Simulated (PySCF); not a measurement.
## CaO⁺: frontier orbitals

CAM-B3LYP at R = 2.225 Å; PySCF, no relativity, basis sets Ca 3-21G, O 3-21G. State: ²Π (doublet), unpaired electrons π ↑. Only the outer orbitals are listed, counted within each symmetry.

| spin | orbital | occ. | ε (eV) | on Ca (%) | main shells (%) |
| --- | --- | --- | --- | --- | --- |
| α | 5σ | 1 | -59.77 | 100 | 100 Ca s |
| α | 2π | 1 | -39.64 | 100 | 100 Ca p |
| α | 2π | 1 | -39.61 | 100 | 100 Ca p |
| α | 6σ | 1 | -39.53 | 99 | 99 Ca p |
| α | 7σ | 1 | -30.06 | 3 | 96 O s |
| α | 3π | 1 | -14.89 | 3 | 97 O p |
| α | 8σ | 1 | -13.74 | 10 | 88 O p, 8 Ca s |
| α | 3π | 1 | -12.94 | 5 | 95 O p |
| α | 9σ | 0 | -7.38 | 95 | 80 Ca s, 16 Ca p |
| α | 4π | 0 | -4.51 | 98 | 98 Ca p |
| α | 4π | 0 | -4.41 | 96 | 96 Ca p |
| β | 5σ | 1 | -59.80 | 100 | 100 Ca s |
| β | 2π | 1 | -39.66 | 100 | 100 Ca p |
| β | 2π | 1 | -39.63 | 100 | 100 Ca p |
| β | 6σ | 1 | -39.53 | 99 | 99 Ca p |
| β | 7σ | 1 | -27.55 | 4 | 95 O s |
| β | 3π | 1 | -11.93 | 7 | 93 O p |
| β | 8σ | 1 | -11.85 | 30 | 68 O p, 28 Ca s |
| β | 9σ | 0 | -7.15 | 79 | 61 Ca s, 21 O p, 18 Ca p |
| β | 3π | 0 | -5.49 | 64 | 64 Ca p, 36 O p |
| β | 4π | 0 | -4.33 | 93 | 93 Ca p |

**Question.** Which are the highest filled and the lowest empty level, where do they sit, and how wide is the gap?

**Answer.** Highest filled β 8σ at -11.85 eV (in %: 68 O p, 28 Ca s); lowest empty α 9σ at -7.38 eV (in %: 80 Ca s, 16 Ca p); the gap at CAM-B3LYP is 4.47 eV.

- bond order (Mayer): 0.95
- ⟨S²⟩: 0.833
- charge on Ca (Mulliken, basis-dependent): 1.41
- charge on Ca (Löwdin, basis-dependent): 1.34
- dipole moment (positive dipole points towards O; it is taken about the centre of mass and depends on that origin): -8.87 D
- polarisability along the bond: 79.1 bohr³
- polarisability across the bond: 30.0 bohr³

3-21G is very small, so such numbers show the basis as much as the molecule. The state is the lowest determinant that a PBE0 search found; another state may lie lower at other levels.
